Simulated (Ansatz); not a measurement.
`CO[SiH2]B(O)F` + `N[SiH](O)O` → `CN[SiH](O)O` + `O[SiH2]B(O)F`  (substitution at a C–O bond)

Computed with Ansatz on PBE0-D4/def2-TZVP structures; ΔE is electronic, products minus reactants. CCSD(T)/CBS is the MP2 limit (def2-TZVPP, def2-QZVPP) plus CCSD(T) − MP2 in def2-TZVPP, frozen cores. This one scheme is used for every species. DFT in def2-TZVPP. B3LYP here is the variant with VWN-RPA as its local correlation; programs differ in this. Each species was taken in one conformer, which may not be the lowest.

`CO[SiH2]B(O)F`:

Z-matrix (Å, degrees):
```
C
O 1 1.410
H 1 1.091 2 108.5
H 1 1.096 2 111.3 3 -119.4
H 1 1.096 2 111.2 3 119.4
Si 2 1.659 1 123.2 3 179.4
B 6 2.029 2 100.2 1 -180.0
H 6 1.493 2 110.4 1 59.0
H 6 1.493 2 110.4 1 -58.9
O 7 1.347 6 118.7 2 -0.1
F 7 1.327 6 124.0 2 179.9
H 10 0.964 7 111.3 6 0.0
```

`N[SiH](O)O`:

```xyz
9

N     0.392   -0.538    1.068
Si   -0.090    0.535   -0.180
O    -1.659    0.205   -0.521
O     0.971    0.345   -1.415
H     1.362   -0.586    1.337
H    -0.206   -0.671    1.868
H    -0.073    1.983    0.097
H    -1.903   -0.719   -0.600
H     1.207   -0.554   -1.653
```

`CN[SiH](O)O`:

Cartesian coordinates in Å:
```
C -1.341 -0.963 0.450
N 0.089 -0.765 0.557
Si 0.950 0.547 -0.087
O 0.845 0.635 -1.729
O 0.342 1.989 0.402
H -1.885 -0.627 1.340
H -1.726 -0.396 -0.400
H -1.586 -2.015 0.275
H 0.529 -1.298 1.289
H 2.349 0.357 0.367
H 1.084 -0.155 -2.215
H 0.350 2.692 -0.250
```

`O[SiH2]B(O)F`:

```xyz
9

O     2.070    0.103    0.589
Si    0.574   -0.598    0.663
B    -0.731    0.340   -0.586
O    -1.923   -0.204   -0.899
F    -0.415    1.538   -1.101
H     2.101    1.055    0.483
H     0.759   -2.022    0.290
H     0.021   -0.557    2.049
H    -2.456    0.344   -1.487
```

| level | ΔE (kJ/mol) | difference from CCSD(T)/CBS |
| --- | --- | --- |
| PBE-D4 | -4.7 | 1.7 |
| B3LYP-D4 | -4.1 | 2.3 |
| ωB97X-V | -4.6 | 1.8 |
| ωB97M-V | -4.6 | 1.8 |
| B2PLYP | -4.2 | 2.2 |
| PBE0 | -6.1 | 0.3 |
| B3LYP | -3.5 | 2.9 |
| HF/def2-TZVPP | -5.1 | 1.3 |
| MP2/def2-TZVPP | -7.0 | -0.6 |
| SCS-MP2/def2-TZVPP | -5.8 | 0.6 |
| CCSD/def2-TZVPP | -5.9 | 0.5 |
| CCSD(T)/def2-TZVPP | -5.0 | 1.4 |
| HF/def2-QZVPP | -5.0 | 1.4 |
| MP2/def2-QZVPP | -7.8 | -1.4 |
| SCS-MP2/def2-QZVPP | -6.6 | -0.2 |
| MP2/CBS(def2) | -8.4 | -2.0 |
| CCSD(T)/CBS | -6.4 | 0 |

Largest T1 diagnostic among the species: 0.013.
